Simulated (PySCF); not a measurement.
A structure optimised at r2SCAN-D4/def2-SVP, used in a PySCF frequency run:

```xyz
9

C      1.2465     0.0704     0.0000
C      0.5209    -1.0975     0.0000
N     -0.8021    -0.7033     0.0000
C     -0.8930     0.6650     0.0000
C      0.3936     1.1935     0.0000
H      0.8083    -2.1464     0.0000
H     -1.5951    -1.3337     0.0000
H     -1.8614     1.1641     0.0000
H      0.6547     2.2503     0.0000
```
Charge 0, spin multiplicity 2.

**Question.** Write its SMILES, formula and point group.

**Answer.** [c]1cc[nH]c1, C₄H₄N, Cs

**Question.** What are its rotational constants (standard atomic weights)?

**Answer.** 10.221, 8.8983, 4.7569 GHz
